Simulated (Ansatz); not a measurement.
Reaction (redistribution): `[OH][Mg][F]` + `[SiH3]O[Si]S` → `[OH][Mg][O][SiH3]` + `F[Si]S`

Calculated with Ansatz (gas phase, PBE0-D4/def2-TZVP geometries, no zero-point term in ΔE). CCSD(T)/CBS is the MP2 limit (def2-TZVPP, def2-QZVPP) plus CCSD(T) − MP2 in def2-TZVPP, frozen cores. This one scheme is used for every species. Functionals use def2-TZVPP. For Mg outer-core shells are correlated without core-valence functions, which leaves a few kJ/mol of doubt a bond. Each species was taken in one conformer, which may not be the lowest.

`[OH][Mg][F]`:

Cartesian coordinates in Å:
```
O 0.481 -0.835 -0.502
Mg -0.341 0.520 0.249
F -1.193 1.876 0.956
H 1.054 -1.561 -0.703
```

`[SiH3]O[Si]S`:

```xyz
8

Si   -1.180   -0.510    0.641
O     0.151   -0.006   -0.190
Si    0.969   -0.266   -1.598
S     2.586    1.145   -1.365
H    -2.074    0.654    0.851
H    -1.897   -1.563   -0.124
H    -0.742   -1.052    1.949
H     2.188    1.599   -0.163
```

`[OH][Mg][O][SiH3]`:

```xyz
8

O    -0.521    2.386    2.263
Mg   -0.263    1.135    1.060
O     0.050   -0.160   -0.135
Si    0.329   -1.325   -1.212
H    -0.865    3.120    2.753
H    -0.838   -2.247   -1.332
H     0.594   -0.760   -2.568
H     1.514   -2.148   -0.829
```

`F[Si]S`:

Cartesian coordinates in Å:
```
F -1.200 -0.453 -0.906
Si 0.159 -1.184 -0.429
S 1.023 0.383 0.771
H 0.019 1.255 0.564
```

Is it downhill or uphill in electronic energy at CCSD(T)/CBS, and by how much? (An estimate is asked.)

Ansatz gave: Nearly level: ΔE = +0.2 kJ/mol.

What do these levels give: r2SCAN0-D4, ωB97X-V, BHLYP, RPA@PBE/def2-TZVPP, CCSD(T)/def2-TZVPP, MP2/CBS(def2)? (Best estimate.)

Computed: r2SCAN0-D4 2.8, ωB97X-V 3.8, BHLYP 0.3, RPA@PBE/def2-TZVPP -1.5, CCSD(T)/def2-TZVPP 1.6, MP2/CBS(def2) 2.8 kJ/mol.

Largest T1 diagnostic among the species: 0.015.

At CCSD(T), def2-SVP lies +9.2 kJ/mol from the extrapolated value and def2-TZVPP +1.4 kJ/mol. The D4 term adds +6.0 kJ/mol with B3LYP and +3.3 kJ/mol with PBE0; it sums over pairs of atoms, weighted by their polarisabilities, and B3LYP, whose exchange is more repulsive, gets the larger term.

B3LYP here is the variant with VWN-RPA as its local correlation; programs differ in this.
